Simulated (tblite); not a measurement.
Species: C₅H₂F₃O₂ (doublet state).
Numbering: `[CH2:1][C:2]#[C:3][C:4](=[O:5])[O:6][C:7]([F:8])([F:9])[F:10]` (hydrogens: H11, H12 on C1)

Cartesian coordinates in Å at the GFN2-xTB level; atoms count from 1:
```
atom  x, y, z in Å
C1     3.411   -0.027   -0.320
C2     2.085   -0.193   -0.277
C3     0.863   -0.336   -0.230
C4    -0.525   -0.561   -0.215
O5    -1.130   -1.486   -0.668
O6    -1.164    0.516    0.448
C7    -2.493    0.489    0.569
F8    -2.944   -0.553    1.269
F9    -3.135    0.481   -0.600
F10   -2.877    1.588    1.216
H11    4.040   -0.761   -0.792
H12    3.870    0.843    0.117
```

Computed geometry: GFN2-xTB, gas phase. This method treats the open shell by occupation alone, without spin polarisation.

Take the most abundant isotopes and a rigid rotor. The values belong to one conformer with, in the numbering `[CH2:1][C:2]#[C:3][C:4](=[O:5])[O:6][C:7]([F:8])([F:9])[F:10]`, C3–C4–O6–C7 180°.

Task: What are A, B and C (MHz)?

Result: Ia = 154.42, Ib = 769.74, Ic = 836.80 u·Å²; 505379 MHz·u·Å²/I gives A = 3273, B = 656.6, C = 603.9 MHz.

Task: Classify the top.

Result: A near-prolate asymmetric top. Ray's parameter κ = (2B − A − C)/(A − C) = -0.961; −1 is the prolate and +1 the oblate limit.

Task: Is it planar, by Δ = Ic − Ia − Ib?

Result: Not planar: Δ = Ic − Ia − Ib = -87.36 u·Å². For a rigid frame Δ = −2 Σ m c², so Σ m c² = 43.68 u·Å² lies off the ab plane: 0.00 from hydrogen and 43.68 from heavier atoms. The atom farthest from that plane is 1.07 Å away.

Task: Estimate the classical rotational partition function at 10 K, 50 K and 298.15 K.

Result: Point group Cs, symmetry number σ = 1; q = (√π/σ)·√((kT/h)³/(ABC)), k/h = 20836.6 MHz/K: 4680 at 10 K, 52300 at 50 K, 762000 at 298.15 K.

For this open shell read J as N, the rotation without spin; fine and hyperfine splittings come on top. Its GFN2-xTB frequencies are all real (lowest 43 cm⁻¹). Zero-point vibration and centrifugal distortion are left out.

On Arm Neoverse V1, one thread, shared host with 32 logical CPUs at a one-minute load of 15, this took 0.24 s of wall time. This is the geometry optimisation.
